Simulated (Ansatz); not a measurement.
```yaml
crystal:
  periodic: [false, false, false]
  atoms:
    - {symbol: N, position_ang: [-0.167047, 2.531607, -0.817121]}
    - {symbol: Ga, position_ang: [0.778593, 1.175103, -0.013185]}
    - {symbol: O, position_ang: [-0.138753, -0.367100, 0.086614]}
    - {symbol: Si, position_ang: [-0.008006, -1.872669, 0.696449]}
    - {symbol: H, position_ang: [0.325876, 3.351479, -1.135720]}
    - {symbol: H, position_ang: [-0.876396, 2.257529, -1.483843]}
    - {symbol: H, position_ang: [-0.235511, -2.874415, -0.380111]}
    - {symbol: H, position_ang: [1.342465, -2.114657, 1.281670]}
    - {symbol: H, position_ang: [-1.021212, -2.086878, 1.765248]}
basis:
  gaussian: {orbitals: aug-cc-pVDZ, nuclear_model: gaussian}
magnetization: {spin_polarized: true, initial_magnetization: 1}
hamiltonian: {xc: {name: HSE06}, dispersion: d4}
accuracy: high
output: {forces: true}
```

```sh
$ ansatz run in.yaml --threads 4 --pin off --events-out ev --progress --plain --max-ram 10444MiB
```

Output, abridged:

```
Functional definition: HSE06
3117 factors; integrals over basis functions are off by at most 4.3e-9 eV
196 factors; integrals over basis functions are off by at most 2.3e-9 eV
mean field evaluation 1: about -63844.8039 eV, gradient 6.1e1 eV
mean field evaluation 2: about -63770.0433 eV, gradient 1.3e2 eV
mean field evaluation 4: about -63859.1252 eV, gradient 1.3e1 eV
mean field evaluation 8: about -63859.9348 eV, gradient 5.2e-1 eV
mean field evaluation 16: about -63859.9364 eV, gradient 5.9e-4 eV
mean field -63859.93644690 eV, -2346.8093786040 hartree, gradient 7.4e-8 eV, S^2 0.752907; 0 other end points of the search recorded, 0 dependent functions left out
reference -63859.93645671 eV, -2346.8093789646 hartree; 33, 32 occupied and 121, 122 virtual orbitals, 3117 factors
Total energy: -63860.07704500 eV, -2346.8145454888 hartree
Atom 0 at    -0.167047     2.531607    -0.817121 Å, force    -0.089015     0.063142     0.112460 eV/Å
Atom 1 at     0.778593     1.175103    -0.013185 Å, force     0.352377     0.068872     0.126882 eV/Å
Atom 2 at    -0.138753    -0.367100     0.086614 Å, force    -0.381592     1.129188    -0.598041 eV/Å
Atom 3 at    -0.008006    -1.872669     0.696449 Å, force     0.166546    -1.218279     0.525054 eV/Å
Atom 4 at     0.325876     3.351479    -1.135720 Å, force     0.083315     0.165084    -0.081395 eV/Å
Atom 5 at    -0.876396     2.257529    -1.483843 Å, force    -0.140432    -0.035831    -0.151180 eV/Å
Atom 6 at    -0.235511    -2.874415    -0.380111 Å, force    -0.035948    -0.125469    -0.161958 eV/Å
Atom 7 at     1.342465    -2.114657     1.281670 Å, force     0.194890    -0.031705     0.081789 eV/Å
Atom 8 at    -1.021212    -2.086878     1.765248 Å, force    -0.150141    -0.015001     0.146388 eV/Å
Dipole moment:     0.200936     0.309796    -0.192174 e Å
```

Run time 14 s (4 threads of an Arm Neoverse V2 on a shared host); peak host memory 1.2 GiB.
